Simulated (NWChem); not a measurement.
# SnClF, singlet; SMILES [F][Sn][Cl]

All runs: NWChem. Low-valent species are run as closed-shell singlets; no triplet was tried in these runs. Coordinates come from a PBE0/def2-SVP optimisation. def2 effective core potentials on Sn; no spin-orbit coupling. Level PBE/def2-TZVP: single points from the atomic guess with DIIS by default; each run changes one setting, and all converged runs end within 0.3 mHa of each other. cgmin counts macro-iterations, each dearer than a DIIS step.

| setting | SCF iterations |
|---|---|
| defaults | 11 |
| DIIS on 20 Fock matrices | 9 |
| quadratically convergent solver (cgmin) | 6 |
| 70 % damping for 30 cycles | 33 |
| DIIS on 3 Fock matrices | 13 |
| occupation smearing of 0.005 Ha | 11 |
